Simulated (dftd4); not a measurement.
C₆H₁₅Sb (SMILES C[CH2][Sb]([CH2]C)[CH2]C), singlet, geometry from GFN2-xTB; D4 for blyp (dftd4 4.2.0).

Here is a job for dftd4.
```
$ dftd4 mol.xyz --func blyp --charge 0 --json dftd4.json --noedisp --grad

# file mol.xyz
22

Sb     0.10725866    -0.11992586     0.76648752
C      1.54951980     1.07996593    -0.40079395
C      1.00271374     1.77588551    -1.62910883
H      2.35757154     0.40144392    -0.67203637
H      1.95854869     1.81702031     0.28963567
H      0.20323341     2.46435250    -1.36330783
H      0.61710146     1.06069098    -2.35216813
H      1.79135588     2.35067076    -2.11630374
C     -1.70727896     0.29572666    -0.39706196
C     -2.46373290     1.49753350     0.13356073
H     -2.32837749    -0.59713445    -0.33110177
H     -1.43650173     0.44852646    -1.43899622
H     -1.84866152     2.39467661     0.09127606
H     -2.76177569     1.34168515     1.16895600
H     -3.36318921     1.67643585    -0.45586106
C      0.53808374    -2.02815977    -0.24125513
C      0.50131655    -1.98731332    -1.75422246
H     -0.18763673    -2.74775464     0.13627530
H      1.52224383    -2.34231202     0.10512045
H      1.23479501    -1.28420270    -2.14251806
H     -0.48445736    -1.69856902    -2.11212692
H      0.73182667    -2.97114164    -2.16441740
```

**Question.** Write the output that dftd4 gives for this input, abridged.

**Answer.** 
```
                    ____  _____ _____     ____  _  _
      -------------|  _ \|  ___|_   _|---|  _ \| || |------------
     |             | | | | |_    | | ___ | | | | || |_           |
     |             | |_| |  _|   | ||___|| |_| |__   _|          |
     |             |____/|_|     |_|     |____/   |_|            |
     |             ===================================           |
     |            E. Caldeweyher, S. Ehlert & S. Grimme          |
     |          Mulliken Center for Theoretical Chemistry        |
     |                    University of Bonn                     |
      -----------------------------------------------------------

Rational (Becke-Johnson) damping: blyp-D4-ATM
---------------------
  s6         1.0000
  s8         2.3408
  s9         1.0000
  a1         0.4449
  a2         4.0933
 alp        16.0000
--------------------

Dispersion energy:      -4.5396016154737E-02 Eh

Gradient norm:           4.1384818686486E-03 Eh/a0
--------------------------------------------------
     #    Z           dE/dx      dE/dy      dE/dz
--------------------------------------------------
     1   51 Sb    3.775E-04 -4.616E-04  2.041E-03
     2    6 C     1.079E-03  7.783E-04  2.413E-04
     3    6 C     6.603E-04  1.034E-03 -7.715E-04
     4    1 H     2.761E-04  2.472E-04  3.687E-05
     5    1 H     1.760E-04  1.209E-04  5.304E-05
     6    1 H     2.398E-04  3.447E-04 -2.704E-04
     7    1 H     2.081E-04  3.808E-04 -3.757E-04
     8    1 H     1.017E-04  1.841E-04 -1.690E-04
     9    6 C    -1.308E-03  1.084E-04  1.467E-04
    10    6 C    -9.374E-04  4.322E-04  2.134E-04
    11    1 H    -3.314E-04  5.336E-05  3.573E-05
    12    1 H    -4.413E-04  9.096E-05 -4.703E-05
    13    1 H    -3.651E-04  2.203E-04  7.637E-05
    14    1 H    -2.414E-04  1.396E-04  5.641E-05
    15    1 H    -2.170E-04  1.201E-04 -7.461E-06
    16    6 C     2.568E-04 -1.147E-03  3.069E-04
    17    6 C     1.940E-04 -1.172E-03 -8.291E-04
    18    1 H     5.851E-05 -2.430E-04  5.699E-05
    19    1 H     5.582E-05 -2.449E-04  6.201E-05
    20    1 H     1.097E-04 -4.125E-04 -3.313E-04
    21    1 H     1.289E-05 -3.879E-04 -3.405E-04
    22    1 H     3.507E-05 -1.851E-04 -1.847E-04
--------------------------------------------------

Virial:
--------------------------------------------------
      component           x          y          z
--------------------------------------------------
          x       2.308E-02 -1.972E-03 -4.137E-03
          y      -1.972E-03  2.641E-02  2.595E-04
          z      -4.137E-03  2.595E-04  1.446E-02
--------------------------------------------------

[Info] Dispersion results written to 'dftd4.txt'
[Info] JSON dump of results written to 'dftd4.json'
```
